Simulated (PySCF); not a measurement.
# What a mistake does to a calculation on AlH3O2Si

All numbers below are calculated, not measured. The program is PySCF 2.14.0, an open-source quantum chemistry code, run on an isolated molecule that a program drew, which may never have been made. The molecule is AlH3O2Si (charge 0, singlet), drawn as the SMILES string `[OH][AlH][O][SiH]`.

Each row is a Hartree-Fock (HF) and frozen-core CCSD(T) single point in the cc-pV(D+d)Z basis, meant for a local HF minimum. Run 1 is clean. Each other run has one planted mistake out of seven kinds, and not every kind appears here: one electron removed, one electron added, multiplicity raised by two, geometry at a saddle point, minimal basis STO-3G, one bond length entered in bohr, all coordinates scaled. The reference is restricted for singlets and unrestricted otherwise, and also for a bond in bohr. Adding or removing an electron swaps singlet and doublet. Electrons count all cores. HOMO and LUMO are orbital energies over both spins, the gradient is its largest component, and the lowest frequency (negative if imaginary) is given only where the gradient is small. Bond lengths are over the 6 bonds as drawn. T1 is the CCSD diagnostic: over 0.02 (restricted) or 0.045 (unrestricted) a single reference is doubtful.

Geometry of the clean run:
```xyz
7
AlH3O2Si, angstrom
O     1.5528    0.1055   -1.9846
Al    0.8641    0.1313   -0.4521
O    -0.7341    0.6359   -0.2366
Si   -2.2966    1.0505    0.0323
H     1.1922    0.3435   -2.8214
H     1.7231   -0.3274    0.7663
H    -2.1047    2.5503    0.2838
```

| run | electrons | basis functions | <S^2> | HOMO (eV) | LUMO (eV) | gradient (hartree/bohr) | lowest frequency (cm^-1) | mean bond (Å) | longest bond (Å) | T1 | HF (hartree) | CCSD(T) (hartree) | mistake |
|---|---|---|---|---|---|---|---|---|---|---|---|---|---|
| 1 | 46 | 89 | 0.000 | -8.63 | 1.37 | 3.2e-05 | 85 | 1.5072 | 1.690 | 0.0168 | -682.44339 | -683.00176 | no fault |
| 2 | 46 | 89 | 1.028 | -7.58 | 0.99 | 3.7e-02 | - | 1.7502 | 3.097 | 0.0288 | -682.30517 | -682.82168 | one bond length entered in bohr |
| 3 | 46 | 89 | 0.000 | -8.51 | 1.41 | 5.6e-05 | -122 | 1.5087 | 1.688 | 0.0162 | -682.44047 | -682.99832 | geometry at a saddle point |
| 4 | 45 | 89 | 0.773 | -16.62 | -6.86 | 9.5e-02 | - | 1.5072 | 1.690 | 0.0248 | -682.16009 | -682.69466 | one electron removed |
| 5 | 47 | 89 | 0.773 | -0.09 | 6.26 | 8.8e-02 | - | 1.5072 | 1.690 | 0.0188 | -682.41886 | -682.98241 | ? |

**Which mistake was planted in run 5, and what did it cost?**

It counts 47 electrons, one more than the clean run, at the same geometry and basis. So the mistake is: one electron added. Subtracting run 1 and multiplying by 627.51 kcal/mol a hartree, the energy moved by 15.4 kcal/mol in HF and 12.1 kcal/mol in CCSD(T).

Cautions from the logs. Run 5: the added electron raises the CCSD(T) energy, so it isn't bound in this basis.
